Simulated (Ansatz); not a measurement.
Job for Ansatz (a first-principles code): R-CCSD(T)/cc-pVTZ on H2O (SMILES O).

Ansatz 0.2 input:
```yaml
crystal:
  periodic: [false, false, false]
  atoms:
    - {symbol: O, position_ang: [-0.00000000, -0.00000000, 0.38961139]}
    - {symbol: H, position_ang: [-0.00000000, 0.76498632, -0.19485569]}
    - {symbol: H, position_ang: [0.00000000, -0.76498632, -0.19485569]}
basis:
  gaussian:
    orbitals: cc-pVTZ
magnetization: {spin_polarized: false}
correlation: {method: ccsd_t, electrons: outside_noble_gas}
scf: {lower_state_search: off}
```

Output:

```
WARN ansatz: RAYON_NUM_THREADS=1 ignored (pool sized by the plan → 1); use --threads N
Functional definition: HF
these checks for a lower state are left out or cut short: stability, starts, cluster_reference, orbital_swaps, neighbouring_geometries, increment
integrals: 0.02 GiB planned
342 factors; integrals over basis functions are off by at most 6.6e-4 eV
mean field: 0.06 GiB planned
mean field evaluation 1: about -2067.8770 eV, gradient 3.2e1 eV
mean field evaluation 2: about -2067.8771 eV, gradient 3.2e1 eV
mean field evaluation 4: about -2069.6026 eV, gradient 1.4e0 eV
mean field evaluation 8: about -2069.6097 eV, gradient 2.7e-5 eV
mean field -2069.60965127 eV, -76.0567518522 hartree, gradient 4.4e-6 eV, S^2 0.000000; 0 other end points of the search recorded, 0 dependent functions left out
1 core orbitals not correlated
reference -2069.60965127 eV, -76.0567518522 hartree; 4, 4 occupied and 53, 53 virtual orbitals, 342 factors
second order -7.12375362 eV of doubles, -0.00000000 eV of singles
coupled cluster: 0.09 GiB planned
cycle   1  -7.13173457 eV  change   -8.0e-3 eV  update   3.8e-2
cycle   2  -7.26407348 eV  change   -1.3e-1 eV  update   1.0e-2
cycle   3  -7.28418865 eV  change   -2.0e-2 eV  update   3.9e-3
cycle   4  -7.28354814 eV  change    6.4e-4 eV  update   7.2e-4
cycle   5  -7.28400126 eV  change   -4.5e-4 eV  update   2.6e-4
cycle   6  -7.28402037 eV  change   -1.9e-5 eV  update   8.4e-5
cycle   7  -7.28402525 eV  change   -4.9e-6 eV  update   2.6e-5
cycle   8  -7.28401491 eV  change    1.0e-5 eV  update   6.7e-6
cycle   9  -7.28401256 eV  change    2.4e-6 eV  update   1.2e-6
perturbative correction -0.20901266 eV, -0.0076810737 hartree
Total energy: -2077.10267649 eV, -76.3321154504 hartree
Checks for a lower state left out: stability, starts, cluster_reference, orbital_swaps, neighbouring_geometries, increment
```

The run converged.

Cost: about 0.27 core-seconds (a rough figure).
